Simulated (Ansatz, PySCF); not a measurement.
Mg(Me)(OSiH3) (CH6MgOSi), SMILES [O]([Mg][CH3])[SiH3].

Geometry optimised at PBE0-D3(BJ)/def2-SVP. The structure was generated by enumeration; whether it is a known compound was not checked. One conformer was computed; it need not be the lowest.

Vertical ionisation energy (IE) and electron affinity (EA) in eV. Rows of orbital energies are one-electron estimates. Where ΔSCF, EOM or ADC give a negative EA the extra electron is unbound and the value depends on the basis.

| level | IE | EA |
|---|---|---|
| −ε(HOMO), −ε(LUMO), B3LYP/def2-TZVP (PySCF) | 7.34 | 1.33 |
| −ε(HOMO), −ε(LUMO), PBE/def2-TZVP (PySCF) | … | … |
| ΔSCF, PBE0/def2-SVPD (Ansatz), final states of multiplicity 2 and 2 | 9.52 | -0.11 |
| ΔSCF, PBE/def2-SVPD (Ansatz), final states of multiplicity 2 and 2 | 9.05 | 0.01 |

Q: What belongs in the gaps? (Estimate from the structure and the level; the computed values follow.)

A: 
- −ε(HOMO), −ε(LUMO), PBE/def2-TZVP (PySCF), IE: 6.39
- −ε(HOMO), −ε(LUMO), PBE/def2-TZVP (PySCF), EA: 1.76

Q: What vertical singlet–triplet gap does ΔSCF give with PBE0/def2-SVPD (Ansatz, a program for electronic structure) and with PBE/def2-SVPD (Ansatz)? (The exact figures need the calculation; the answer reports its results.)

A: 4.82 and 4.47 eV (triplet above singlet where positive).
